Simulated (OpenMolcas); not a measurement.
Tc5+ (d2) among equal point charges was computed by CASSCF with the d shell active (OpenMolcas, ANO-RCC-VDZP on the metal). Its lowest spin-free states, and all those of the highest spin:

```json
{"2S+1": "3", "Degeneracy": "3", "E (cm-1)": "0.0"}
{"2S+1": "3", "Degeneracy": "3", "E (cm-1)": "4821"}
{"2S+1": "3", "Degeneracy": "1", "E (cm-1)": "10492"}
{"2S+1": "1", "Degeneracy": "3", "E (cm-1)": "13542"}
{"2S+1": "1", "Degeneracy": "2", "E (cm-1)": "14246"}
{"2S+1": "3", "Degeneracy": "3", "E (cm-1)": "18065"}
{"2S+1": "1", "Degeneracy": "3", "E (cm-1)": "21617"}
{"2S+1": "1", "Degeneracy": "1", "E (cm-1)": "23683"}
{"2S+1": "1", "Degeneracy": "3", "E (cm-1)": "23748"}
{"2S+1": "1", "Degeneracy": "2", "E (cm-1)": "26713"}
{"2S+1": "1", "Degeneracy": "1", "E (cm-1)": "52250"}
```

Q: Is the site octahedral, tetrahedral or cube-like, axial, or of lower symmetry?

A: The states with 2S+1 = 3 have orbital degeneracies 3, 3, 1, 3. Threefold states need a cubic site. For d2 at this spin an octahedron puts the threefold T1 below the threefold T2 and a tetrahedron or cube puts the single A2 below the threefold T2, so the site is octahedral. The run had Tc5+ among 6 point charges of -0.85 e arranged as an octahedron (Oh), 1.8 Å from the ion.

An orbital triplet at a regular site is open to Jahn-Teller coupling, which can distort the site and quench the lowest spin-orbit gaps and is left out. Without dynamic correlation the repulsion within the d shell is too large (B by tens of per cent), so at a given field states of lower spin stand too high. This field is weak: 10Dq is about 5733 cm-1, while octahedral complexes of 4d ions of charge 3 and more, computed by the same method with explicit ligands, had a median near 25000 cm-1. Ground spin and moment need not be those of a real site. Point charges carry no covalency, so the field is a model and not that of real ligands. No measured value stands beside these numbers.
